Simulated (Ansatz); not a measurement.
Ansatz results at the PBE0-D4/def2-TZVP geometry: LUMO energy (PBE0/def2-TZVPP) -1.21 eV; HOMO–LUMO gap (B3LYP/def2-TZVPP) 6.06 eV; LUMO energy (ωB97M-V/def2-TZVPP) 0.37 eV.

Each molecule was computed in one conformer, which needn't be the lowest.

(1) Which molecule gave them?
A. `O[SiH]([SiH3])[O][AlH2]`
B. `C=[CH][Al]([F])[SiH3]`
C. `[SiH3][SiH]1C=N1`
D. `O=CC(F)S`

Results:

(1) A. The others give `O=CC(F)S`: -1.71, 5.51, 0.66; `C=[CH][Al]([F])[SiH3]`: -1.68, 5.62, 0.09; `[SiH3][SiH]1C=N1`: -1.01, 5.26, 0.89.

B3LYP here is the variant with VWN-RPA as its local correlation; programs differ in this.
